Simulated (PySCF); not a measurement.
# Polarisability and C₆ of Rb (rubidium, neutral)

[Kr] 5s1, 2S determinant. All numbers are calculated (PySCF 2.14, scalar relativity by spin-free X2C-1e, in aug-cc-pVDZ-X2C (7s6p4d, 45 functions)). Coupled (time-dependent) response in atomic units; α is the mean over directions. A double-zeta set is small for polarisabilities.

```tsv
method	mean α (bohr³)	C₆ (like pair)	S(−4)
UHF	472.3	8278	201100
PBE	364.3	5720	117100
PBE0	394.6	6418	137600
HSE06	362.6	5685	115700
M06-2X	286.7	4089	70000
```

S(−4) is the Cauchy moment in α(ω) = α(0) + S(−4) ω² + …

Reference α: 319.8 ± 0.3 bohr³ (recommended; Schwerdtfeger and Nagle, table of static dipole polarizabilities (2023 update)). Published C₆: 4769 (Chu and Dalgarno (2004); Tang, Norbeck and Certain (1976)).

Hartree-Fock lies above the reference because it lacks correlation, which contracts the outer shell.

α(iu) at M06-2X:

```tsv
u (hartree)	α(iu) (bohr³)
0	286.7
0.0500	179.2
0.100	87.12
0.200	32.23
0.300	18.10
0.500	9.286
0.750	5.453
1.00	3.601
1.50	1.870
2.00	1.125
3.00	0.5276
5.00	0.1958
```

A single London oscillator, α(iu) = α/(1 + u²/ω²), gives C₆ = (3/4) ω α². Matching the computed C₆ needs ω = 4 × 4089 / (3 × 286.7²) = 0.0663 hartree.
